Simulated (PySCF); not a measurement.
C3H8N, SMILES CC(C)[NH], doublet (PBE0/def2-SVP optimised geometry):

```
12

C     -0.703     0.936     0.000
C     -0.124    -0.484     0.000
C      1.398    -0.484     0.000
N     -0.621    -1.260     1.102
H     -0.320     1.515    -0.854
H     -0.421     1.464     0.924
H     -1.803     0.922    -0.065
H     -0.474    -0.975    -0.937
H      1.803     0.035    -0.883
H      1.779     0.019     0.903
H      1.780    -1.515     0.006
H     -1.650    -1.200     1.056
```

Level of theory: PySCF 2.14.0 with unrestricted PBE0/def2-TZVP.

Task: What are the frontier orbital energies (α orbitals alone; a β orbital can be the lowest empty one) and the dipole moment?

Result: HOMO-2 -9.92 eV, HOMO-1 -8.13 eV, HOMO -7.65 eV, LUMO 0.99 eV, LUMO+1 2.17 eV; dipole moment 1.92 D.

On the same geometry unrestricted PBE/def2-TZVP (PySCF) gives HOMO-2 -8.48 eV, HOMO-1 -6.55 eV, HOMO -5.99 eV, LUMO 0.18 eV, LUMO+1 1.34 eV; dipole moment 1.94 D.

Meta-Löwdin charges at PBE0/def2-TZVP: C1 -0.35, C2 0.03, C3 -0.35, N4 -0.34, H5 0.12, H6 0.12, H7 0.11, H8 0.11, H9 0.11, H10 0.11, H11 0.12, H12 0.21.
